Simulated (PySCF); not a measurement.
## Polarisability and C₆ of O⁻ (oxygen, charge -1)

[He] 2s2 2p5, 2P determinant. All numbers are calculated (PySCF 2.14, the spin-free X2C one-electron Hamiltonian (Gaussian nucleus), in x2c-TZVPPall with one added diffuse shell each of s, p, d type (6s4p3d1f, 40 functions)). Coupled (time-dependent) response in atomic units; α is the mean over directions.

| method | mean α (bohr³) | α xx, yy, zz | C₆ (like pair) | S(−4) |
| --- | --- | --- | --- | --- |
| UHF | 13.13 | 9.102, 15.14, 15.14 | 59.89 | 125.5 |

S(−4) is the Cauchy moment in α(ω) = α(0) + S(−4) ω² + …

α(iu) at UHF:

```tsv
u (hartree)	α(iu) (bohr³)
0	13.13
0.0500	12.83
0.100	12.07
0.200	10.17
0.300	8.513
0.500	6.135
0.750	4.238
1.00	3.046
1.50	1.762
2.00	1.145
3.00	0.5956
5.00	0.2460
```

For an ion, C₆ is the dispersion term alone; charge-induced terms of lower order in 1/R come first.

The components differ because the open shell of this determinant is not spherical; for a pure term their mean is the scalar polarisability.
